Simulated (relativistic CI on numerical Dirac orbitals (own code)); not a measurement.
# Magnetism of Ir⁴⁺, 5d5, in a crystal field

Calculated by Dirac-Coulomb-Breit CI, KLI orbitals optimised for each configuration, model QED (radiative potential, 1s self-energy scaled to tabulated hydrogen-like ionisation energies), valence Slater integrals scaled by 0.65, one configuration in a parametric crystal field (own radial code).

Field parameters in Wybourne normalisation: Td as Oh with Dq negative (B⁴₀ = 21Dq, B⁴₄ = √(5/14) B⁴₀). The field is a parameter set, without covalency.

S is read from ⟨S²⟩ = S(S + 1).

Powder χT (cm³ K mol⁻¹) by Van Vleck's formula, with temperature-independent terms:

```tsv
Field	2 K	5 K	10 K	20 K	50 K	100 K	200 K	300 K
Td, 10Dq = -3800 cm⁻¹	2.38	2.42	2.49	2.64	3.04	3.44	3.7	3.77
Td, 10Dq = -6800 cm⁻¹	2.22	2.24	2.28	2.35	2.56	2.88	3.27	3.44
Td, 10Dq = -9800 cm⁻¹	1.88	1.89	1.91	1.94	2.04	2.2	2.5	2.72
Td, 10Dq = -12850 cm⁻¹	1.21	1.21	1.22	1.23	1.27	1.34	1.46	1.59
Td, 10Dq = -15850 cm⁻¹	0.595	0.597	0.6	0.606	0.623	0.653	0.711	0.77
Td, 10Dq = -18900 cm⁻¹	0.313	0.314	0.316	0.32	0.331	0.35	0.389	0.427
```

Task: For Td, 10Dq = -9800 cm⁻¹: what effective moment follows at 300 K?

Result: μ_eff = √(8χT) = 4.66 μB. The ground level has S = 2.01; the spin-only moment for S = 5/2 is 5.92 μB. The difference comes from the orbital moment, spin-orbit mixing of terms and temperature-independent paramagnetism, all larger in this ionic model than in covalent complexes.
